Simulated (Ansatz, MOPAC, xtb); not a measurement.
Two conformers of C2H4FIn (SMILES C=[CH][InH][F]), B3LYP-D3(BJ)/def2-TZVP minima.
Conformer 1 (charge 0, multiplicity 1, Z-matrix in Å and degrees):
```
C
C 1 1.3315
H 2 1.0844 1 121.99
H 1 1.0852 2 119.65 3 -179.97
H 2 1.0871 3 116.29 1 180.00
In 1 2.1249 4 121.35 2 179.98
F 6 1.9877 1 104.74 4 179.97
H 6 1.7047 7 110.60 3 -179.97
```
Conformer 2 (charge 0, multiplicity 1, Z-matrix in Å and degrees):
```
C
C 1 1.3312
H 2 1.0850 1 122.90
H 1 1.0857 2 119.19 3 -179.99
H 2 1.0870 3 115.30 1 180.00
In 1 2.1274 4 117.03 2 179.99
F 6 1.9824 1 108.74 4 0.00
H 6 1.7074 7 111.14 1 -179.99
```

No zero-point or thermal terms.

The state that AM1 reach isn't checked.

Codes used: Ansatz (Gaussian orbitals); MOPAC for AM1 (differences of heats of formation); xtb for the GFN methods. Each number belongs to the level named beside it. In def2 rows elements past Kr take small-core potentials, without spin–orbit coupling.

**Question.** One of these levels gives 1.13 kcal/mol for the electronic energy of conformer 2 less that of conformer 1. Which one is it?
A) SVWN5/def2-TZVPP
B) GFN1-xTB
C) AM1
D) HF/def2-SVP

**Answer.** A, SVWN5/def2-TZVPP. The others give 0.17 (AM1), -1.02 (GFN1-xTB), 0.51 (HF/def2-SVP)

Ansatz is a quantum-chemistry and plane-wave program.
